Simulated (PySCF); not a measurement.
Isomers of C5H6O2. Theory: PBE0-D3(BJ)/def2-SVP geometry optimisation, gas phase (PySCF). One conformer each; no zero-point energy, no entropy. No frequencies were run at this level. Point groups hold within 0.08 Å.

Question: Order them by energy at this level, lowest first, and give relative energies in kcal/mol.
A. `[CH2:1]=[CH:2][O:3][C:4](=[O:5])[CH:6]=[CH2:7]` with C1–C2–O3–C4 179°, C2–O3–C4–O5 1°, O3–C4–C6–C7 180°
B. 2-penten-4-olide (`C[C@H]1C=CC(=O)O1`)

Answer: B (0.0), A (27.0).

```
           SMILES      E (Eh)  E rel (kcal/mol)  dipole (D)  point group     A, B, C (MHz)
C[C@H]1C=CC(=O)O1  -343.95584               0.0        4.90           C1  5780, 2346, 1821
     C=COC(=O)C=C  -343.91274              27.0        1.56           Cs  9271, 1439, 1246
```

Q: How do the relative energies change in single points at PBE0/pcSseg-1 (no added dispersion term) on the same geometries?

A: 
```tsv
SMILES	PBE0-D3(BJ)/def2-SVP (kcal/mol)	PBE0/pcSseg-1 (kcal/mol)	shift
C[C@H]1C=CC(=O)O1	0.0	0.0	0.0
C=COC(=O)C=C	27.0	25.1	-1.9
```

Each column counts from its own lowest isomer. The order is unchanged; the largest shift is 1.9 kcal/mol.
